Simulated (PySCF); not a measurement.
## A survey of 17O NMR shifts

[PySCF: σ from GIAO-PBE0/pcSseg-1; geometry from PBE0-D3(BJ)/def2-SVP; in vacuum; averaged over atoms made equivalent by symmetry, fast rotation or ring inversion; one computed conformer; non-relativistic]

Shieldings were converted by a linear fit to measured shifts: 17O: δ = 263.91 − 0.892σ (rms 13.5 ppm, 141 shifts, 14.3 ppm with the 1 outlier that the fit left out vs liquid water, solution or neat liquid). A few per cent of atoms miss by over 2 rms, more outside the fitted compound classes.

Problem. Give the 17O shifts of `CCCNC=O`, `C[N](C=O)[GeH2][AsH2]`, `C=CC[Se@](=O)CC(F)(F)F`, `C=CO/C=C\C(=O)OC`.

Solution. 
| compound | environment | δ (ppm) |
| --- | --- | --- |
| CCCNC=O | amide-type carbonyl oxygen | 351.6 |
| C[N](C=O)[GeH2][AsH2] | amide-type carbonyl oxygen | 352.2 |
| C=CC[Se@](=O)CC(F)(F)F | oxygen bonded to Se | 111.1 |
| [CH2:1]=[CH:2][O:3]/[CH:4]=[CH:5]\[C:6](=[O:7])[O:8][CH3:9] | O7: ester carbonyl oxygen | 348.1 |
| [CH2:1]=[CH:2][O:3]/[CH:4]=[CH:5]\[C:6](=[O:7])[O:8][CH3:9] | O3: ether oxygen | 166.0 |
| [CH2:1]=[CH:2][O:3]/[CH:4]=[CH:5]\[C:6](=[O:7])[O:8][CH3:9] | O8: ester alkoxy oxygen | 135.4 |

In solution the two oxygens of a carboxylic acid give one averaged line by proton exchange, and hydrogen bonding shields acid and N–H amide carbonyl oxygens by tens of ppm; neither is in these numbers.

Relativistic effects, spin–orbit coupling among them, are left out; they matter for the fourth-row atoms present and their neighbours.
